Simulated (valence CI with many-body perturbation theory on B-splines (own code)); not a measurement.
**E1 line list for Hf65+**

Level of theory: relativistic CI+MBPT: five valence electrons over a frozen Dirac-Fock core [He], a basis of 11 s, 11 p, 10 d, 8 f, 5 g, 2 h functions for each j, with the one-electron correlation potential Σ1 (screened to all orders), the two-electron term Σ2, the three-electron term Σ3, Breit, model QED; selected single and double excitations, second order for the rest, scaled by the run's own slope (own B-spline code, finite nucleus).

The last digits are not significant, and no measured levels were compared; by estimate large intervals hold to a few tenths of a per cent, small ones and those within an open d or f shell to about a per cent. Among the levels kept, up to 7400 cm⁻¹ of a level comes from second order outside the variational space, and about a tenth of that is noise between levels of different J, which matters for small intervals.

Lines 151 to 200 of 600 in falling wavelength, among levels below 886.67 Ry, chosen from the strongest by gf and those to the six lowest levels. Wavelengths and rates use the calculated energies. Electric multipoles are in the length gauge, E1 and E2 with the static RPA response of the core. Weak lines are less certain than strong ones. Lines between different terms over intervals too small for the method are left out, as are lines whose strength nearly cancels. The highest levels of a list are the least certain.

Levels are named by their leading jj configuration (3d3/2^4 stands for four electrons in 3d with j = 3/2), which in mixed levels can hold well under half, so a name can repeat and another be missing. Letters in brackets count levels of one name in rising energy.

| λ vac (nm) | Upper | Lower | A (s⁻¹) | S (a.u.) with core polarisation | S without |
| --- | --- | --- | --- | --- | --- |
| 2.603 | (2s^2 2p1/2 2p3/2 3p3/2) J=3/2 [a] | (2s^2 2p1/2 2p3/2 3s) J=3/2 [a] | 2.10e+11 | 7.31e-03 | 7.31e-03 |
| 2.601 | (2s^2 2p1/2^2 3p3/2) J=3/2 | (2s^2 2p1/2^2 3s) J=1/2 | 1.21e+12 | 4.21e-02 | 4.21e-02 |
| 2.601 | (2s 2p1/2 2p3/2^2 3p3/2) J=5/2 [a] | (2s 2p1/2 2p3/2^2 3s) J=5/2 [a] | 4.85e+11 | 2.53e-02 | 2.53e-02 |
| 2.600 | (2s 2p1/2 2p3/2^2 3p3/2) J=5/2 [e] | (2s 2p1/2 2p3/2^2 3s) J=3/2 [d] | 4.45e+11 | 2.32e-02 | 2.32e-02 |
| 2.597 | (2s 2p1/2 2p3/2^2 3p3/2) J=3/2 [a] | (2s 2p1/2 2p3/2^2 3s) J=3/2 [a] | 7.73e+11 | 2.67e-02 | 2.67e-02 |
| 2.596 | (2s^2 2p1/2 2p3/2 3p3/2) J=3/2 [b] | (2s^2 2p1/2 2p3/2 3s) J=3/2 [b] | 4.88e+11 | 1.68e-02 | 1.69e-02 |
| 2.595 | (2s 2p1/2^2 2p3/2 3p3/2) J=3/2 [b] | (2s 2p1/2^2 2p3/2 3s) J=3/2 [b] | 5.02e+11 | 1.73e-02 | 1.73e-02 |
| 2.584 | (2s 2p1/2^2 2p3/2 3p3/2) J=3/2 [a] | (2s 2p1/2^2 2p3/2 3s) J=5/2 | 2.50e+11 | 8.52e-03 | 8.52e-03 |
| 2.579 | (2s 2p1/2 2p3/2^2 3d3/2) J=5/2 [b] | (2s 2p1/2 2p3/2^2 3p1/2) J=7/2 | 2.57e+11 | 1.30e-02 | 1.31e-02 |
| 2.577 | (2s^2 2p1/2 2p3/2 3d3/2) J=5/2 [b] | (2s^2 2p1/2 2p3/2 3p1/2) J=5/2 | 3.04e+11 | 1.54e-02 | 1.54e-02 |
| 2.574 | (2s 2p1/2 2p3/2^2 3p3/2) J=5/2 [b] | (2s 2p1/2 2p3/2^2 3s) J=5/2 [b] | 8.26e+11 | 4.17e-02 | 4.17e-02 |
| 2.558 | (2s 2p1/2 2p3/2^2 3p3/2) J=5/2 [e] | (2s 2p1/2 2p3/2^2 3s) J=3/2 [b] | 2.42e+11 | 1.20e-02 | 1.20e-02 |
| 2.557 | (2s^2 2p1/2 2p3/2 3p3/2) J=5/2 [b] | (2s^2 2p1/2 2p3/2 3s) J=3/2 [b] | 6.40e+11 | 3.17e-02 | 3.17e-02 |
| 2.556 | (2s 2p1/2 2p3/2^2 3d3/2) J=5/2 [e] | (2s 2p1/2 2p3/2^2 3p1/2) J=5/2 [c] | 2.87e+11 | 1.42e-02 | 1.42e-02 |
| 2.544 | (2s 2p1/2^2 2p3/2 3p3/2) J=3/2 [b] | (2s 2p1/2^2 2p3/2 3s) J=1/2 | 6.77e+11 | 2.20e-02 | 2.20e-02 |
| 2.523 | (2s^2 2p1/2 2p3/2 3p3/2) J=5/2 [b] | (2s^2 2p1/2 2p3/2 3s) J=5/2 | 6.77e+11 | 3.22e-02 | 3.22e-02 |
| 2.520 | (2s 2p1/2^2 2p3/2 3p3/2) J=1/2 [b] | (2s 2p1/2^2 2p3/2 3s) J=1/2 | 9.54e+11 | 1.51e-02 | 1.51e-02 |
| 2.512 | (2s^2 2p1/2 2p3/2 3p3/2) J=3/2 [b] | (2s^2 2p1/2 2p3/2 3s) J=1/2 | 3.56e+11 | 1.11e-02 | 1.11e-02 |
| 2.492 | (2s 2p1/2^2 2p3/2 3p3/2) J=5/2 [a] | (2s 2p1/2^2 2p3/2 3s) J=5/2 | 7.04e+11 | 3.23e-02 | 3.23e-02 |
| 2.479 | (2s 2p1/2 2p3/2^2 3p3/2) J=1/2 [d] | (2s 2p1/2 2p3/2^2 3s) J=3/2 [d] | 5.89e+11 | 8.86e-03 | 8.86e-03 |
| 2.469 | (2s 2p1/2 2p3/2^2 3p3/2) J=3/2 [f] | (2s 2p1/2 2p3/2^2 3s) J=3/2 [d] | 3.54e+11 | 1.05e-02 | 1.05e-02 |
| 2.462 | (2s^2 2p1/2 2p3/2 3p3/2) J=3/2 [b] | (2s^2 2p1/2 2p3/2 3s) J=3/2 [a] | 3.88e+11 | 1.14e-02 | 1.14e-02 |
| 2.460 | (2s^2 2p3/2^2 3p3/2) J=3/2 [a] | (2s^2 2p3/2^2 3s) J=3/2 | 1.05e+12 | 3.08e-02 | 3.08e-02 |
| 2.454 | (2s 2p1/2 2p3/2^2 3p3/2) J=3/2 [f] | (2s 2p1/2 2p3/2^2 3s) J=3/2 [c] | 5.09e+11 | 1.49e-02 | 1.49e-02 |
| 2.452 | (2p1/2^2 2p3/2^2 3p3/2) J=3/2 | (2p1/2^2 2p3/2^2 3s) J=3/2 | 7.92e+11 | 2.31e-02 | 2.31e-02 |
| 2.443 | (2s^2 2p1/2 2p3/2 3p3/2) J=1/2 [b] | (2s^2 2p1/2 2p3/2 3s) J=3/2 [b] | 1.28e+12 | 1.83e-02 | 1.84e-02 |
| 2.439 | (2s 2p1/2 2p3/2^2 3p3/2) J=5/2 [b] | (2s 2p1/2 2p3/2^2 3s) J=7/2 | 3.88e+11 | 1.67e-02 | 1.67e-02 |
| 2.427 | (2s 2p1/2 2p3/2^2 3p3/2) J=1/2 [d] | (2s 2p1/2 2p3/2^2 3s) J=1/2 [b] | 6.24e+11 | 8.81e-03 | 8.81e-03 |
| 2.410 | (2s^2 2p3/2^2 3p3/2) J=3/2 [a] | (2s^2 2p3/2^2 3s) J=5/2 | 2.80e+11 | 7.75e-03 | 7.75e-03 |
| 2.243 | (2s 2p1/2 2p3/2^2 3p3/2) J=5/2 [e] | (2s 2p1/2 2p3/2^2 3s) J=5/2 [b] | 1.81e+11 | 6.05e-03 | 6.05e-03 |
| 0.8258 | (2s 2p1/2 2p3/2^2 3d5/2) J=9/2 [a] | (2s^2 2p1/2 2p3/2 3d5/2) J=7/2 [a] | 1.84e+12 | 5.13e-03 | 5.13e-03 |
| 0.8251 | (2s 2p1/2 2p3/2^2 3p3/2) J=7/2 [a] | (2s^2 2p1/2 2p3/2 3p3/2) J=5/2 [a] | 1.95e+12 | 4.34e-03 | 4.34e-03 |
| 0.8242 | (2s 2p1/2 2p3/2^2 3d5/2) J=9/2 [b] | (2s^2 2p1/2 2p3/2 3d5/2) J=7/2 [b] | 1.12e+12 | 3.10e-03 | 3.11e-03 |
| 0.8240 | (2s 2p1/2 2p3/2^2 3s) J=5/2 [a] | (2s^2 2p1/2 2p3/2 3s) J=3/2 [a] | 2.24e+12 | 3.71e-03 | 3.72e-03 |
| 0.8234 | (2s 2p1/2 2p3/2^2 3p3/2) J=7/2 [b] | (2s^2 2p1/2 2p3/2 3p3/2) J=5/2 [b] | 1.74e+12 | 3.83e-03 | 3.83e-03 |
| 0.8204 | (2s 2p1/2 2p3/2^2 3d3/2) J=5/2 [a] | (2s^2 2p1/2 2p3/2 3d3/2) J=3/2 [a] | 1.35e+12 | 2.21e-03 | 2.22e-03 |
| 0.8184 | (2s 2p1/2 2p3/2^2 3p1/2) J=5/2 [a] | (2s^2 2p1/2 2p3/2 3p1/2) J=3/2 [a] | 2.12e+12 | 3.43e-03 | 3.44e-03 |
| 0.8169 | (2s 2p1/2 2p3/2^2 3d3/2) J=7/2 [a] | (2s^2 2p1/2 2p3/2 3d3/2) J=5/2 [a] | 1.66e+12 | 3.57e-03 | 3.57e-03 |
| 0.8125 | (2s 2p1/2 2p3/2^2 3d5/2) J=11/2 | (2s^2 2p1/2 2p3/2 3d5/2) J=9/2 | 1.87e+12 | 5.95e-03 | 5.96e-03 |
| 0.8116 | (2s 2p1/2 2p3/2^2 3s) J=7/2 | (2s^2 2p1/2 2p3/2 3s) J=5/2 | 2.20e+12 | 4.65e-03 | 4.66e-03 |
| 0.8109 | (2s 2p1/2 2p3/2^2 3d3/2) J=5/2 [b] | (2s^2 2p1/2 2p3/2 3d3/2) J=3/2 [b] | 1.47e+12 | 2.33e-03 | 2.33e-03 |
| 0.8106 | (2s 2p1/2 2p3/2^2 3d3/2) J=7/2 [b] | (2s^2 2p1/2 2p3/2 3d3/2) J=5/2 [b] | 1.57e+12 | 3.30e-03 | 3.30e-03 |
| 0.8100 | (2s 2p1/2 2p3/2^2 3p1/2) J=5/2 [b] | (2s^2 2p1/2 2p3/2 3p1/2) J=3/2 [b] | 1.98e+12 | 3.11e-03 | 3.11e-03 |
| 0.8093 | (2s 2p1/2 2p3/2^2 3p3/2) J=9/2 | (2s^2 2p1/2 2p3/2 3p3/2) J=7/2 | 1.92e+12 | 5.04e-03 | 5.04e-03 |
| 0.8080 | (2s 2p1/2 2p3/2^2 3d3/2) J=9/2 | (2s^2 2p1/2 2p3/2 3d3/2) J=7/2 | 1.87e+12 | 4.88e-03 | 4.88e-03 |
| 0.8077 | (2s 2p1/2 2p3/2^2 3p1/2) J=7/2 | (2s^2 2p1/2 2p3/2 3p1/2) J=5/2 | 2.11e+12 | 4.38e-03 | 4.39e-03 |
| 0.7985 | (2s 2p1/2^2 2p3/2^2) J=5/2 | (2s^2 2p1/2^2 2p3/2) J=3/2 | 2.22e+12 | 3.35e-03 | 3.35e-03 |
| 0.7984 | (2p1/2^2 2p3/2^2 3p3/2) J=5/2 | (2s 2p1/2^2 2p3/2 3p3/2) J=3/2 [b] | 3.83e+12 | 5.77e-03 | 5.78e-03 |
| 0.7965 | (2s 2p1/2 2p3/2^3) J=3/2 [a] | (2s^2 2p1/2 2p3/2^2) J=5/2 | 2.41e+11 | 2.40e-04 | 2.40e-04 |
| 0.7946 | (2p1/2^2 2p3/2^2 3s) J=5/2 | (2s 2p1/2^2 2p3/2 3s) J=3/2 [b] | 4.39e+12 | 6.53e-03 | 6.53e-03 |
